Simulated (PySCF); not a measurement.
A structure optimised at PBE0-D3(BJ)/def2-SVP, used in a PySCF frequency run:

```
Se
Br 1 2.3161
Br 1 2.3161 2 102.70
```

### Question
Write its SMILES, formula and point group.

### Answer
Br[Se]Br, Br2Se, C2v

### Question
What are its rotational constants (standard atomic weights)?

### Answer
4.5691, 0.96662, 0.79783 GHz
